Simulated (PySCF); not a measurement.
```xyz
4
charge 0 multiplicity 1, angstrom
Bi    0.0000    0.0000   -0.2246
F     1.6967    0.0000    0.8097
F    -0.8484    1.4694    0.8097
F    -0.8484   -1.4694    0.8097
```

Level of theory: PBE0 in PySCF with Bi def2-TZVP with ECP60, F def2-TZVP; scalar-relativistic core potentials, no spin–orbit coupling; density-fitted integrals.

This geometry of BiF₃ is a stationary point at this level.

Question: What is the point group?

Answer: C3v.

Question: Is it a minimum?

Answer: Yes: all harmonic wavenumbers are real.

Question: Which band is strongest in the infrared?

Answer: 583 cm⁻¹ (e), 224 km/mol.

Question: What is the atomisation energy, with and without zero-point energy?

Answer: 1216 kJ/mol without, 1202 kJ/mol with.

Spin–orbit coupling, left out here, can matter for elements this heavy.
